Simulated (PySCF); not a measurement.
All values below come from B3LYP-D3(BJ)/def2-TZVP // PBE0-D3(BJ)/def2-TZVP (PySCF 2.14.0). Gas-phase values, no solvent. B3LYP has the VWN-RPA correlation part, as in Gaussian. Delta-SCF ions had no search for a lower state. 

Reference species (SMILES): `Br[Si](Br)(Br)Br` (neutral, multiplicity 1).

```
Quantity                                  Result
--------------------------------------  --------
HOMO–LUMO gap                            6.52 eV
vertical ionisation energy (Delta-SCF)  10.41 eV
```

Changed species: `Br[Si](Br)(Br)N` (1 of 4 Br replaced by NH2; the reference has 0 of 4 Br replaced by NH2).

Task: What does the change do to the HOMO–LUMO gap and vertical ionisation energy (Delta-SCF)?

Result: the HOMO–LUMO gap rises by 0.31 eV, to 6.83 eV; the vertical ionisation energy (Delta-SCF) falls by 0.54 eV, to 9.87 eV.
